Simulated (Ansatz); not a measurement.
`[SiH3][Sn]([SiH3])([SiH3])[Cl]`. Total charge 0; spin multiplicity 1. Sn takes the def2 core potential.

```tsv
atom	x (Å)	y (Å)	z (Å)
Si1	0.5925	2.4291	-0.1115
Sn2	-0.2268	0.0416	0.3614
Si3	-1.9345	-0.8581	-1.3326
Si4	1.6236	-1.6217	0.9977
Cl5	-1.4835	0.2685	2.3558
H6	-0.5754	3.3292	-0.2885
H7	1.4070	2.4297	-1.3565
H8	1.4273	2.9024	1.0217
H9	-2.4657	-2.1615	-0.8592
H10	-3.0459	0.1151	-1.4836
H11	-1.2650	-1.0481	-2.6476
H12	2.4872	-1.8699	-0.1881
H13	1.0112	-2.9016	1.4358
H14	2.4478	-1.0547	2.0952
```

Q: What are the harmonic wavenumbers in cm⁻¹ at PBE0-D4/def2-TZVP (Ansatz, finite differences of forces, unscaled)? (Best estimate.)

A: Ansatz gave: 62, 62, 66, 67, 72, 73, 85, 85, 274, 316, 317, 348, 435, 463, 463, 497, 506, 506, 830, 830, 873, 931, 934, 934, 935, 935, 938, 2214, 2214, 2218, 2234, 2234, 2236, 2242, 2243, 2243.

Q: Is this a minimum?

A: Yes, all 36 modes are real.

Q: Give the ideal-gas thermochemistry at 298.15 K and 1 bar (rigid rotor, harmonic oscillator; point group C3v, symmetry number 3).

A: Zero-point energy 196.9 kJ/mol; H(298) − E = 232.7 kJ/mol; entropy 480.3 J/(mol·K), of which translation 177.6, rotation 118.5, vibration 184.2; G(298) − E = 89.5 kJ/mol. Modes under 100 cm⁻¹ are hindered rotations or soft bends, so the harmonic entropy is rough.
